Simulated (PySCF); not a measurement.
How methods differ on the excitation energy of Zr

Zr [Kr] 4d2 5s2 (3F) → Zr [Kr] 4d4 (5D), as a difference of total energies. Calculation: PySCF 2.14, in aug-cc-pVTZ-PP with ECP28MDF (6s6p5d3f2g, 88 functions); scalar relativity through the core potential. Correlated levels: valence: 4s2 4p6 frozen. The calculations carry no spin-orbit coupling.

```tsv
method	excitation energy (eV)
UHF	2.487
LDA	2.034
PBE	1.920
PBE0	2.001
r2SCAN	2.007
r2SCANh	2.039
wB97X	3.043
B3LYP	2.433
wB97M-V	2.385
MP2 (valence)	2.700
SCS-MP2 (valence)	3.372
```

**Question.** How much does correlation contribute at MP2 (valence)?

**Answer.** 2.700 − (2.487) = 0.213 eV, measured against UHF.
